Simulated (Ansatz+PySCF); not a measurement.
## singlet CuCl: levels of theory in one basis

```xyz
2

Cu    0.0000    0.0000   -0.7083
Cl    0.0000    0.0000    1.2083
```

Basis set: def2-SVP (spherical functions). Left uncorrelated: 10 orbitals. Charge 0, multiplicity 1.

Computed with Ansatz (development build ahead of 0.2.0); each method stands on the lowest determinant of its kind that the runs found.

| method | E − E(RHF) (eV) | <S²> of the determinant |
| --- | --- | --- |
| RHF | 0.00 | 0.00 |
| RHF-CCSD | -13.09 | – |
| RHF-CCSD(T) | -13.54 | – |

(1) What does RHF-MP2 give on the same scale?

(2) Is a single determinant a sound starting point here?

Answers

(1) -13.89 eV.

(2) By this sign, yes. Unrestricted orbitals gain 0.00 eV and <S²> is 0.00 against 0.00 for a pure state.
